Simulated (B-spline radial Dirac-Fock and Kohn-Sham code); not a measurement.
# Magnetic form factor of the 5d shell of Dy

System: the Dy atom, configuration [Xe] 4f10 5d2 (not the ground configuration).

Method: relativistic Hartree-Fock (Dirac-Fock) wave functions, averaged over the configuration. Computed with a radial B-spline solver. ⟨j_K⟩ is the integral of the 5d radial density with the spherical Bessel function j_K(4πsr), s = sin θ/λ.

```
s (Å⁻¹)     ⟨j0⟩     ⟨j2⟩     ⟨j4⟩
      0   1.0000   0.0000   0.0000
   0.05   0.6481   0.1226   0.0122
    0.1   0.2449   0.1851   0.0612
   0.15   0.0759   0.1469   0.0847
    0.2   0.0146   0.1009   0.0810
   0.25  -0.0064   0.0663   0.0687
    0.3  -0.0114   0.0419   0.0558
   0.35  -0.0099   0.0251   0.0443
    0.4  -0.0063   0.0138   0.0344
   0.45  -0.0026   0.0065   0.0262
    0.5   0.0005   0.0021   0.0195
    0.6   0.0039  -0.0013   0.0098
    0.7   0.0046  -0.0013   0.0041
    0.8   0.0038  -0.0002   0.0011
    0.9   0.0025   0.0010  -0.0001
      1   0.0013   0.0017  -0.0004
    1.1   0.0005   0.0020  -0.0002
    1.2   0.0000   0.0020   0.0002
    1.4  -0.0003   0.0014   0.0009
    1.6   0.0000   0.0008   0.0011
```

Radial moments of the shell: ⟨r²⟩ = 25.78, ⟨r⁴⟩ = 1564, ⟨r⁶⟩ = 169800 in powers of bohr.
